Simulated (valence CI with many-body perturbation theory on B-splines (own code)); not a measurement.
Lu50+: E2, M1 decay

Method: configuration interaction combined with many-body perturbation theory (CI+MBPT): three valence electrons over a frozen Dirac-Fock core [Ar], a basis of 7 s, 7 p, 8 d, 6 f, 4 g, 1 h functions for each j, with the one-electron correlation potential Σ1 (screened to all orders), the two-electron term Σ2, the three-electron term Σ3, Breit, model QED; selected single and double excitations, second order for the rest, scaled by the run's own slope (own B-spline code, finite nucleus).

No measured spectrum was set against this ion. As an estimate, large intervals hold to a few tenths of a per cent, small ones and those within an open d or f shell to about a per cent. Only levels of the ground parity were solved; by the run's estimate the other parity begins above the list, which can be wrong where configurations are misplaced.

Lines 1 to 50 of 53 in falling wavelength, among levels below 1699400 cm⁻¹, chosen from the decays that carry over 1 % of a level's rate. Wavelengths and rates use the calculated energies. Electric multipoles are in the length gauge, E1 and E2 with the static RPA response of the core. S is in atomic units (e²a₀⁴ for E2 and M2, e²a₀⁶ for E3), for M1 in squared Bohr magnetons. Weak lines are less certain than strong ones. Lines between different terms over intervals too small for the method are left out, as are lines whose strength nearly cancels. The highest levels of a list are the least certain.

Levels are named by their leading jj configuration (3d3/2^4 stands for four electrons in 3d with j = 3/2), which in mixed levels can hold well under half, so a name can repeat and another be missing. Letters in brackets count levels of one name in rising energy.

```tsv
λ vac (Å)	Upper	Lower	Type	A (s⁻¹)	S (a.u.)
1306	(3d3/2^2 3d5/2) J=7/2	(3d3/2^2 3d5/2) J=5/2 [a]	M1	5.73e+03	3.79e+00
1287	(3d3/2^2 3d5/2) J=9/2	(3d3/2^2 3d5/2) J=5/2 [a]	E2	5.05e-04	1.59e-05
552.6	(3d3/2 3d5/2^2) J=7/2 [b]	(3d3/2 3d5/2^2) J=7/2 [a]	M1	1.34e+04	6.70e-01
531.3	(3d3/2^2 3d5/2) J=5/2 [b]	(3d3/2^2 3d5/2) J=7/2	M1	7.42e+03	2.48e-01
464.1	(3d3/2^2 3d5/2) J=5/2 [b]	(3d3/2^2 3d5/2) J=3/2	M1	3.20e+04	7.13e-01
427.9	(3d3/2 3d5/2^2) J=3/2 [b]	(3d3/2 3d5/2^2) J=1/2	M1	2.80e+04	3.26e-01
390.5	(3d3/2 3d5/2^2) J=3/2 [b]	(3d3/2 3d5/2^2) J=3/2 [a]	M1	4.49e+04	3.96e-01
377.7	(3d3/2^2 3d5/2) J=5/2 [b]	(3d3/2^2 3d5/2) J=5/2 [a]	M1	1.05e+04	1.26e-01
329.6	(3d3/2 3d5/2^2) J=3/2 [a]	(3d3/2^2 3d5/2) J=5/2 [b]	M1	5.96e+04	3.16e-01
326.8	(3d5/2^3) J=3/2	(3d3/2 3d5/2^2) J=3/2 [b]	M1	1.05e+05	5.43e-01
293.5	(3d3/2 3d5/2^2) J=5/2 [a]	(3d3/2^2 3d5/2) J=5/2 [b]	M1	3.39e+05	1.90e+00
260.6	(3d5/2^3) J=5/2	(3d3/2 3d5/2^2) J=3/2 [b]	M1	2.19e+05	8.62e-01
247.7	(3d3/2 3d5/2^2) J=5/2 [b]	(3d3/2^2 3d5/2) J=5/2 [b]	M1	6.21e+05	2.10e+00
243.8	(3d3/2 3d5/2^2) J=7/2 [b]	(3d3/2^2 3d5/2) J=5/2 [b]	M1	1.32e+05	5.69e-01
239.5	(3d3/2 3d5/2^2) J=7/2 [a]	(3d3/2^2 3d5/2) J=7/2	M1	6.57e+05	2.68e+00
238.8	(3d5/2^3) J=9/2	(3d3/2 3d5/2^2) J=11/2	M1	1.43e+05	7.20e-01
234.7	(3d3/2^2 3d5/2) J=5/2 [a]	(3d3/2^3) J=3/2	M1	1.85e+06	5.33e+00
221.9	(3d3/2 3d5/2^2) J=9/2	(3d3/2^2 3d5/2) J=9/2	M1	1.26e+06	5.11e+00
221.3	(3d3/2 3d5/2^2) J=9/2	(3d3/2^2 3d5/2) J=7/2	M1	7.24e+05	2.91e+00
216.5	(3d5/2^3) J=3/2	(3d3/2 3d5/2^2) J=5/2 [b]	M1	9.48e+04	1.43e-01
210.4	(3d3/2^2 3d5/2) J=3/2	(3d3/2^3) J=3/2	M1	1.51e+06	2.08e+00
209.1	(3d3/2 3d5/2^2) J=3/2 [a]	(3d3/2^2 3d5/2) J=1/2	M1	4.24e+05	5.75e-01
203.0	(3d5/2^3) J=9/2	(3d3/2 3d5/2^2) J=9/2	M1	1.62e+06	5.03e+00
202.4	(3d3/2 3d5/2^2) J=7/2 [a]	(3d3/2^2 3d5/2) J=5/2 [a]	M1	2.72e+06	6.70e+00
199.7	(3d3/2 3d5/2^2) J=1/2	(3d3/2^2 3d5/2) J=1/2	M1	2.46e+06	1.45e+00
199.0	(3d3/2^2 3d5/2) J=7/2	(3d3/2^3) J=3/2	E2	1.84e+02	4.11e-04
193.8	(3d3/2^2 3d5/2) J=1/2	(3d3/2^3) J=3/2	M1	5.62e+05	3.04e-01
192.7	(3d3/2 3d5/2^2) J=3/2 [a]	(3d3/2^2 3d5/2) J=3/2	M1	2.45e+06	2.60e+00
190.7	(3d3/2 3d5/2^2) J=11/2	(3d3/2^2 3d5/2) J=9/2	M1	7.96e+05	2.45e+00
190.5	(3d5/2^3) J=3/2	(3d3/2 3d5/2^2) J=5/2 [a]	M1	1.45e+06	1.49e+00
189.8	(3d5/2^3) J=9/2	(3d3/2 3d5/2^2) J=7/2 [a]	M1	2.24e+06	5.68e+00
189.1	(3d3/2 3d5/2^2) J=5/2 [a]	(3d3/2^2 3d5/2) J=7/2	M1	1.21e+05	1.82e-01
187.6	(3d5/2^3) J=5/2	(3d3/2 3d5/2^2) J=7/2 [b]	M1	5.33e+05	7.84e-01
185.3	(3d5/2^3) J=5/2	(3d3/2 3d5/2^2) J=5/2 [b]	M1	9.34e+05	1.32e+00
185.3	(3d5/2^3) J=3/2	(3d3/2 3d5/2^2) J=1/2	M1	1.01e+06	9.57e-01
184.8	(3d3/2 3d5/2^2) J=1/2	(3d3/2^2 3d5/2) J=3/2	M1	1.48e+05	6.94e-02
179.8	(3d3/2 3d5/2^2) J=5/2 [a]	(3d3/2^2 3d5/2) J=3/2	M1	1.38e+06	1.78e+00
178.7	(3d3/2 3d5/2^2) J=3/2 [b]	(3d3/2^2 3d5/2) J=5/2 [b]	M1	1.37e+06	1.16e+00
177.9	(3d5/2^3) J=3/2	(3d3/2 3d5/2^2) J=3/2 [a]	M1	1.56e+06	1.30e+00
176.0	(3d3/2 3d5/2^2) J=3/2 [a]	(3d3/2^2 3d5/2) J=5/2 [a]	M1	1.13e+06	9.16e-01
169.0	(3d3/2 3d5/2^2) J=5/2 [b]	(3d3/2^2 3d5/2) J=7/2	M1	6.34e+05	6.80e-01
167.4	(3d3/2 3d5/2^2) J=7/2 [b]	(3d3/2^2 3d5/2) J=9/2	M1	3.86e+05	5.37e-01
167.1	(3d3/2 3d5/2^2) J=7/2 [b]	(3d3/2^2 3d5/2) J=7/2	M1	4.20e+05	5.81e-01
166.0	(3d5/2^3) J=5/2	(3d3/2 3d5/2^2) J=5/2 [a]	M1	1.19e+06	1.21e+00
165.2	(3d3/2 3d5/2^2) J=5/2 [a]	(3d3/2^2 3d5/2) J=5/2 [a]	M1	2.40e+05	2.41e-01
156.3	(3d5/2^3) J=5/2	(3d3/2 3d5/2^2) J=3/2 [a]	M1	1.55e+06	1.31e+00
149.6	(3d3/2 3d5/2^2) J=5/2 [b]	(3d3/2^2 3d5/2) J=5/2 [a]	M1	4.52e+04	3.37e-02
148.2	(3d3/2 3d5/2^2) J=7/2 [b]	(3d3/2^2 3d5/2) J=5/2 [a]	M1	9.64e+04	9.30e-02
144.8	(3d3/2^2 3d5/2) J=5/2 [b]	(3d3/2^3) J=3/2	M1	1.63e+05	1.10e-01
140.1	(3d5/2^3) J=5/2	(3d3/2 3d5/2^2) J=7/2 [a]	M1	8.09e+05	4.95e-01
```
